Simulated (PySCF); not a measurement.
Cl₃Sb, SMILES [Cl][Sb+]([Cl])[Cl], charge +1, multiplicity 2. Atoms are numbered in the order given.

```xyz
4

Sb     0.0000     0.0000    -0.4350
Cl     1.8718     1.0807     0.4350
Cl    -1.8718     1.0807     0.4350
Cl     0.0000    -2.1614     0.4350
```
Charge +1, spin multiplicity 2.

Geometry optimised at B3LYP-D3(BJ)/def2-SVP. The def2 effective core potentials stand for the cores of Sb; spin–orbit coupling is left out.

The numbers are results of IEF-PCM-PBE0/def2-SVP run with PySCF, not measurements.

The values are the electrostatic part of the solvation free energy, E(continuum) − E(gas) at the gas-phase geometry, in a cavity of scaled van der Waals radii (PySCF's table); cavitation and dispersion terms are not included. A continuum can't describe solvent molecules that bind to the metal.

```csv
solvent,ε,ΔG(elec) (kcal/mol)
water,78.36,(withheld)
chlorobenzene,5.70,-48.9
dichloromethane,8.93,-52.9
```

Problem. Fill in the missing entries. (The exact figures need the calculation; the answer reports its results.)

Solution. 
- water, ΔG(elec) (kcal/mol): -59.4
